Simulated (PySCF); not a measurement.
Vertical excitations of a molecule C₄H₇B from PySCF with TDA-PBE/def2-SVPD, as energy in eV (oscillator strength): 4.19 (0.000), 5.61 (0.015), 5.64 (0.081), 6.00 (0.005), 6.46 (0.039), 7.11 (0.010), 7.18 (0.000), 7.24 (0.001), 7.26 (0.102), 7.49 (0.016). Lowest triplet (TDA): 3.87 eV. Coordinates come from a B3LYP-D3(BJ)/def2-SVP optimisation. Other conformers were not sampled.

Task: Pick the molecule that these values belong to.
A. CB1C=CC1
B. C=CBC=C
C. C#CB(C)C

Result: C, C#CB(C)C
